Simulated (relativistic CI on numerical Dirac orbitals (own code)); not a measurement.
## One change at a time: Ho37+

Base calculation: Dirac-Coulomb-Breit CI, separate exchange-only KLI orbitals for each configuration, a model potential for QED, unscaled Slater integrals.

Configurations in the expansion (outside the closed core [Ar]): 3d10.4s2, 3d10.4s.4p, 3d10.4p2, 3d10.4s.4d, 3d10.4d2, 3d10.4s.4f, 3d10.4p.4d, 3d10.4f2, 3d10.4p.4f, 3d10.4d.4f, 3d10.4s.5s, 3d10.4s.5p, 3d10.4s.5d, 3d10.4s.5f, 3d10.4s.5g, 3d10.4s.6s, 3d10.4s.6p, 3d10.4s.6d, 3d10.4s.6f, 3d10.4s.7s, 3d9.4s2.4p, 3d9.4s2.4d, 3d9.4s2.4f, 3d9.4s2.5s, 3d9.4s2.5p, 3d9.4s2.5d. Double excitations out of closed p, d and f shells are left out; levels of such configurations are missing from the list, as are those of other unlisted configurations, and high levels can miss mixing partners. These lack a partner that the ground configuration has and come out too high: 3d9.4s2.4p, 3d9.4s2.4d, 3d9.4s2.4f, 3d9.4s2.5s, 3d9.4s2.5p.

Variants: (1) valence Slater integrals scaled by 0.9; (2) QED terms removed; (3) one mean potential for all configurations. Shifts of the energy above 3d10.4s2 1S_0, in cm⁻¹, for the lowest level and the first level of each name with at least 55 % of one term (blank where a level changes its place among those of its configuration and J or its character, or is not in the variant):

```csv
Level,Base,Δ(1),Δ(2),Δ(3)
3d10.4s2 1S_0,0,0,0,0
3d10.4s.4p 3P°_0,572732,+2374,+6920,+242
3d10.4s.4p 3P°_1,618591,-941,+6915,+257
3d10.4s.4p 3P°_2,1046556,+2298,+6314,+236
3d10.4s.4p 1P°_1,1173466,-10086,+6375,+298
3d10.4p2 3P_0,1322608,-3737,+13991,+516
3d10.4p2 3P_1,1752947,+294,+13441,+496
3d10.4p2 1D_2,1761179,+1244,+13152,+485
3d10.4s.4d 3D_1,2134427,-298,+7442,+222
3d10.4s.4d 3D_2,2146241,-269,+8284,+264
3d10.4s.4d 3D_3,2233068,-226,+7178,+212
3d10.4p2 1S_0,2314350,-8470,+12807,+494
3d10.4s.4d 1D_2,2360394,-14382,+9171,+323
3d10.4p.4d 3F°_2,2738438,+4534,+14535,+513
```

At this charge energies of transitions that change n are usually good to better than 1 %, and those within a shell (Δn = 0) to a few per cent.

Ionisation energy from the two ground configurations alone: base 1719.57 eV; QED terms removed 1720.46 eV. The NIST ASD value (theoretical) is 1719 eV.

LS names give the leading component of a level, which can be under half, so a name can repeat, a term be missing and a line seem to break the LS rules.
